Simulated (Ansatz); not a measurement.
AlBH8OSi2 (`O[BH][Al]([SiH3])[SiH3]`), relaxed with RKS PBE-D4/def2-SVP in the Gaussian-basis code of Ansatz from a rough embedded geometry. The force threshold is 0.03 eV/Å; the program also tests the step.

The species carries charge 0 and has multiplicity 1.

Start:

```xyz
13

O    -0.532   -2.677    1.225
B    -1.230   -1.541    0.744
Al   -0.160    0.100    0.166
Si    2.221    0.015    0.148
Si   -1.268    1.982   -0.749
H    -0.383   -3.288    0.396
H    -2.399   -1.505    0.723
H     2.597   -1.171   -0.694
H     2.786    1.209   -0.529
H     2.775   -0.165    1.434
H    -2.632    1.986   -0.321
H    -1.178    1.890   -2.205
H    -0.598    3.164   -0.340
```

```csv
step,energy (eV),largest force (eV/Å),largest move (Å)
1,-25179.7353,2.665,0.000
2,-25180.3653,1.144,0.192
3,-25180.5457,1.345,0.197
4,-25180.8060,1.957,0.196
5,-25180.9904,2.608,0.195
6,-25181.1044,1.383,0.136
7,-25181.1193,2.232,0.193
8,-25181.2471,0.481,0.200
9,-25181.2519,0.344,0.052
10,-25181.2626,0.077,0.200
11,-25181.2646,0.081,0.027
12,-25181.2705,0.449,0.192
13,-25181.2785,0.310,0.087
14,-25181.2928,0.283,0.200
15,-25181.2957,0.762,0.195
16,-25181.3134,0.402,0.113
17,-25181.3241,0.300,0.182
18,-25181.3349,0.070,0.182
19 (rejected),-25181.3262,0.224,0.059
20,-25181.3370,0.042,0.029
21,-25181.3385,0.026,0.052
22 (rejected),-25181.3365,0.425,0.145
23,-25181.3397,0.039,0.071
24 (rejected),-25181.3391,0.178,0.073
25,-25181.3401,0.051,0.036
26,-25181.3402,0.064,0.034
27,-25181.3403,0.050,0.007
28,-25181.3404,0.021,0.003
```

End:

```xyz
13

O    -1.275   -2.805    0.018
B    -1.041   -1.753    0.854
Al   -0.061   -0.007    0.087
Si    2.402    0.215    0.177
Si   -1.264    1.923   -0.880
H    -1.725   -3.549    0.464
H    -1.400   -1.834    2.031
H     3.073   -0.909   -0.578
H     2.936    1.510   -0.384
H     2.891    0.116    1.605
H    -2.755    1.926   -0.645
H    -1.058    1.928   -2.380
H    -0.724    3.240   -0.371
```

It took 46 s on 4 threads of an Arm Neoverse V1 on a shared host, with 0.17 GiB of host memory at the peak.
